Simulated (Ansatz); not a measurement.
Reactions of `CC1=C[SiH2]1`.

Computed with Ansatz on PBE0-D4/def2-TZVP structures; ΔE is electronic, products minus reactants. CBS: MP2 limit from def2 TZ/QZ plus the TZ coupled-cluster correction, frozen cores. This one scheme is used for every species. Functionals use def2-TZVPP. B3LYP here is the variant with VWN-RPA as its local correlation; programs differ in this. For Br outer-core shells are correlated without core-valence functions, which leaves a few kJ/mol of doubt a bond. Scalar relativity is left out up to krypton. One conformer a species, not always the lowest.

| reaction | MP2/CBS(def2) (eV) | r2SCAN-D4 (eV) | B3LYP-D4 (eV) |
| --- | --- | --- | --- |
| `CC1=C[SiH2]1` + HBr → `BrC1=C[SiH2]1` + CH₄ | 0.07 | 0.08 | 0.08 |
| `CC1=C[SiH2]1` + H₂S → `SC1=C[SiH2]1` + CH₄ | -0.17 | -0.20 | -0.17 |
| `CC1=C[SiH2]1` + `OB(S)Cl` → `CSB(O)Cl` + `C1=C[SiH2]1` | 0.26 | 0.29 | 0.29 |
| `CC1=C[SiH2]1` + `NB(O)O` → `COB(N)O` + `C1=C[SiH2]1` | 0.81 | 0.74 | 0.70 |

(1) Give the CCSD(T)/CBS values in the same order. (Estimate.)

Largest T1 diagnostic: 0.014, for `SC1=C[SiH2]1`.

Answers

(1) Computed: 0.13, -0.11, 0.25, 0.73 eV.
